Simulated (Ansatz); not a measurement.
Consider the formal exchange of groups at the Si–O bond: `F[SiH2]O[SiH2]Cl` + `C[SiH2]F` → `C[SiH](F)[SiH2]Cl` + `O[SiH2]F`.

Computed with Ansatz on PBE0-D4/def2-TZVP structures; ΔE is electronic, products minus reactants. CCSD(T)/CBS adds triple-zeta CCSD(T) − MP2 to the extrapolated MP2 energy (def2 sets, frozen cores). DFT in def2-TZVPP. One conformer a species, not always the lowest.

`F[SiH2]O[SiH2]Cl`:

Z-matrix (Å, degrees):
```
Si
O 1 1.624
F 1 1.593 2 109.1
H 1 1.475 2 108.0 3 -117.1
H 1 1.477 2 110.4 3 118.1
Si 2 1.626 1 148.3 3 -64.1
Cl 6 2.050 2 109.9 1 -29.0
H 6 1.477 2 110.0 1 89.5
H 6 1.476 2 108.5 1 -147.0
```

`C[SiH2]F`:

```xyz
8

C     0.769   -0.499   -0.358
Si   -0.672    0.423    0.354
F    -1.344    1.325   -0.791
H     1.522    0.189   -0.747
H     1.239   -1.115    0.414
H     0.452   -1.157   -1.171
H    -1.718   -0.503    0.856
H    -0.248    1.338    1.443
```

`C[SiH](F)[SiH2]Cl`:

Cartesian coordinates in Å:
```
C 0.962 -1.407 -0.201
Si -0.644 -0.492 -0.376
F -1.811 -1.305 0.376
Si -0.507 1.655 0.564
Cl 1.048 2.595 -0.428
H 0.896 -2.395 -0.663
H 1.233 -1.533 0.850
H 1.761 -0.848 -0.696
H -1.037 -0.377 -1.806
H -1.731 2.472 0.367
H -0.170 1.635 2.011
```

`O[SiH2]F`:

```xyz
6

O    -1.160    0.328   -0.409
Si    0.393    0.018   -0.023
F     0.702   -1.546   -0.113
H    -1.852    0.077    0.204
H     1.218    0.710   -1.030
H     0.699    0.413    1.372
```

```
         level  ΔE (kJ/mol)
        r2SCAN        122.8
          PBE0        111.0
         BHLYP        140.8
     CAM-B3LYP        135.0
 CCSD/def2-SVP        129.6
 HF/def2-QZVPP        158.9
MP2/def2-QZVPP        137.1
CCSD/CBS(def2)        132.8
```

Question: What does CCSD(T)/CBS give? (Best estimate.)

Answer: Ansatz gave: +129.1 kJ/mol. The listed levels differ from it by -6.3, -18.1, 11.7, 5.9, 0.5, 29.8, 8.0, 3.7 kJ/mol.

Largest T1 diagnostic among the species: 0.011.

In def2-TZVPP, CCSD(T) changes the Hartree–Fock value by −25.8 kJ/mol (the triples alone add −3.7 kJ/mol) and MP2 by −19.3 kJ/mol. Leaving LDA and LC-ωPBE aside and taking each functional with its dispersion term where it has one, the values, not all of them listed here, spread over 38.7 kJ/mol, from PBE-D4 to BHLYP-D4. LDA lies +3.3 kJ/mol from PBE without D4.
